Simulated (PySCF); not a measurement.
Computed properties of Te(F)(SeH) (FHSeTe), SMILES F[Te][SeH]

FHSeTe, SMILES [SeH][Te]F. Geometry optimised at PBE0-D3(BJ)/def2-TZVP. The def2 effective core potentials stand for the cores of Te; spin–orbit coupling is left out. Other conformers were not sampled. All values are computed for the isolated molecule unless a solvent is named; none is compared with measurement here.

**Structure.** All 6 harmonic modes at PBE0-D3(BJ)/def2-TZVP (PySCF) are real, so it is a minimum. With heavy atoms numbered as in [Te:1]([F:2])[SeH:3], the shortest bond between them is Te1–F2 at 1.920 Å and the longest Te1–Se3 at 2.459 Å.

**Vibrations.** The strongest infrared lines (harmonic, unscaled, degenerate partners summed) lie at 599 cm⁻¹ (91 km/mol, F 87 %, Te 13 %), 355 cm⁻¹ (7 km/mol, H 95 %), 709 cm⁻¹ (7 km/mol, H 98 %). The softest mode is at 150 cm⁻¹ and the zero-point energy is 6.4 kcal/mol.

**Electronic structure.** r2SCAN/def2-TZVPD (PySCF) places the frontier levels at -5.80 and -2.89 eV, a gap of 2.91 eV, and gives a dipole moment of 2.12 D and a mean polarisability of 70.5 bohr³.

**Excitations.** TDA-ωB97X/def2-SVPD (PySCF) has S1 at 2.97 eV (417 nm, f = 0.001, dark); the most intense of the 10 singlets computed lies at 7.21 eV (f = 0.51). T1 (TDA) is at 2.23 eV, 0.74 eV under S1.
